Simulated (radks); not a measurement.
Values are calculated unless marked as measured or tabulated.
Q: These are the eigenvalues of the occupied orbitals of an atom or ion with whole-number occupations (eV). Code: a radial shooting solver on a logarithmic mesh with Libxc functionals. Model: Dirac Kohn-Sham, PBE, spin-unpolarised, spherical densities, point nucleus.

| orbital | eigenvalue |
|---|---|
| 1s1/2 | -4868.069 |
| 2s1/2 | -536.8189 |
| 2p1/2 | -447.9964 |
| 2p3/2 | -442.2240 |
| 3s1/2 | -62.6232 |
| 3p1/2 | -39.2934 |
| 3p3/2 | -38.6356 |
| 4s1/2 | -4.4666 |
| 3d3/2 | -4.2875 |
| 3d5/2 | -4.2413 |

Which element is it, and in what charge state? The configuration may be excited. Open shells, if any, are shared by 2j + 1.

A: Z = 22, titanium, charge 0: Ti in [Ar] 3d2 4s2. The list shows which subshells hold electrons but not how many an open one holds; the 1s level, -178.9 hartree, gives Z - s = 18.9 by -(Z - s)^2/2, which with screening and relativity narrows Z to a few neighbours, and the depths of the outer levels then fix element, charge and occupations together.
